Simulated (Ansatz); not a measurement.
Relaxation of trans-OsCl2(PF3)4 (P₄OsCl₂F₁₂) (charge 0, singlet) with RKS PBE-D4/def2-SVP in Ansatz.

Positions (Å) and forces (eV/Å) at step 17 of 17:

```xyz
19
step=17 energy=-97185.7902 eV
Cl    0.009    0.008    2.456    0.000    0.000   -0.001
Cl   -0.008   -0.008   -2.456    0.000    0.000    0.000
F     3.235    0.013   -1.073   -0.004   -0.001    0.001
F     2.924   -1.215    0.995   -0.006    0.004   -0.003
F     2.916    1.226    1.002   -0.002    0.001   -0.001
F    -2.917    1.221    1.006    0.005   -0.004   -0.003
F    -2.910   -1.219    1.029    0.003    0.000   -0.002
F    -3.241   -0.019   -1.052    0.004    0.000    0.002
F    -1.226    2.910   -1.022    0.000   -0.003    0.002
F     1.215    2.917   -1.014   -0.004   -0.005    0.003
F    -0.013    3.241    1.052    0.001   -0.003   -0.001
F     1.219   -2.917   -1.010    0.001    0.003    0.002
F    -1.221   -2.924   -0.987    0.004    0.006    0.003
F     0.019   -3.234    1.074    0.000    0.004   -0.001
Os    0.000    0.000    0.000    0.000   -0.002    0.000
P     2.278    0.006    0.199    0.011   -0.003    0.001
P    -2.277   -0.005    0.214   -0.013    0.005    0.002
P    -0.006    2.277   -0.214    0.005    0.012   -0.002
P     0.005   -2.278   -0.199   -0.004   -0.013   -0.002
```

In the def2 sets Os takes a core potential; there is no spin–orbit coupling. Another isomer (singlet) lies 0.56 eV lower at PBE0-D4/def2-TZVP; other spin states weren't run for this one.
